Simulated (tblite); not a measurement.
Compound: C₃H₄Al₂Cl₃F.
Atom-mapped SMILES: `[CH3:1][C:2]#[C:3][Al@@H-:4]1[Cl+:5][Al@-:6]([F:7])([Cl:8])[Cl+:9]1` (hydrogens: H10, H11, H12 on C1; H13 on Al4)
Bond orders are those of one Lewis drawing.

Computed with GFN2-xTB (tblite), gas phase: L-BFGS steps from a force-field or distance-geometry start until the largest atomic force falls under 0.01 eV/Å.

Geometry at step 42:
```
atom  x, y, z in Å
C1      3.5384   -0.1204   -0.2558
C2      2.1016   -0.0281   -0.3761
C3      0.8887    0.0364   -0.4330
Al4    -0.8822    0.1821   -1.1537
Cl5    -2.0416    1.5929    0.0611
Al6    -3.4802   -0.0149    0.5301
F7     -4.6940    0.2406   -0.5640
Cl8    -3.7525   -0.3895    2.4924
Cl9    -2.1340   -1.4716   -0.4437
H10     4.0069    0.8175   -0.5576
H11     3.9144   -0.9214   -0.8945
H12     3.8161   -0.3338    0.7762
H13    -1.2860    0.4107   -2.6200
```

**Question.** Give the atomic forces at this geometry.

**Answer.** 
```csv
atom,Fx (eV/Å),Fy (eV/Å),Fz (eV/Å)
C1,0.076,-0.010,0.034
C2,-0.010,-0.007,-0.002
C3,0.153,-0.012,-0.033
Al4,-0.129,0.012,-0.011
Cl5,-0.018,0.014,0.001
Al6,0.020,0.009,-0.057
F7,-0.013,-0.025,0.048
Cl8,0.013,0.018,0.005
Cl9,-0.018,-0.017,-0.018
H10,-0.041,-0.009,-0.001
H11,-0.020,0.019,0.017
H12,0.010,-0.009,0.020
H13,-0.021,0.016,-0.003
```

The largest, 0.16 eV/Å, acts on C3; the rms over all components is 0.040 eV/Å. The forces sum to zero within rounding, as they must for an isolated molecule in no field.

**Question.** Give the force on C3 in Eh/bohr and in nN.

**Answer.** 0.157 eV/Å ÷ 51.422 = 0.00305 Eh/bohr, and 0.157 eV/Å × 1.602 = 0.25 nN.

**Question.** How far is this geometry from the end of the optimisation?

**Answer.** 0.045 eV above it, and 0.520 Å rms away after alignment. The bonds farthest from their final lengths, with half the difference of the two atoms' forces along the bond (positive lengthens):

```csv
bond,now (Å),final (Å),force along bond (eV/Å)
C3–Al4,1.917,1.931,+0.13
Al6–Cl9,2.210,2.205,-0.01
Al4–Cl9,2.192,2.197,-0.02
Al6–Cl8,2.016,2.019,+0.03
Cl5–Al6,2.208,2.205,-0.02
Al6–F7,1.654,1.651,-0.03
```

The angle farthest from its final value is C2–C3–Al4, 160.5° against 177.8°.

What follows is the cost of the whole relaxation. The run took 1.4 s of wall time on one thread, AMD EPYC 9R14 (x86_64), no GPU, on a shared host.
